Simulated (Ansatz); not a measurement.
Reaction (ligand exchange at a Y–C bond): `[CH3][Y]([Cl])[Cl]` + H–F → `[F][Y]([Cl])[Cl]` + CH₄

Calculated with Ansatz (gas phase, PBE0-D4/def2-TZVP geometries, no zero-point term in ΔE). CBS: MP2 limit from def2 TZ/QZ plus the TZ coupled-cluster correction, frozen cores. This one scheme is used for every species. Elements past krypton have def2 core potentials. For Y outer-core shells are correlated without core-valence functions, which leaves a few kJ/mol of doubt a bond.

```csv
species,CCSD(T)/CBS(def2) energy (Eh)
`[CH3][Y]([Cl])[Cl]`,-997.83419
H–F,-100.39570
`[F][Y]([Cl])[Cl]`,-1057.86408
CH₄,-40.46206
```

Task: Work out ΔE.

Result: ΔE = (-1057.86408) + (-40.46206) − (-997.83419) − (-100.39570) = -0.09625 Eh = -2.62 eV.

Largest T1 diagnostic among the species: 0.012.

From r2SCAN to r2SCAN0 (25 % exact exchange), in def2-TZVPP and without D4, ΔE moves by +0.06 eV. In def2-TZVPP, CCSD(T) changes the Hartree–Fock value by +0.19 eV (the triples alone add +0.01 eV) and MP2 by +0.17 eV. Leaving LDA and LC-ωPBE aside and taking each functional with its dispersion term where it has one, the values, not all of them listed here, spread over 0.18 eV, from CAM-B3LYP-D4 to HSE06-D4. LDA lies +0.07 eV from PBE without D4.
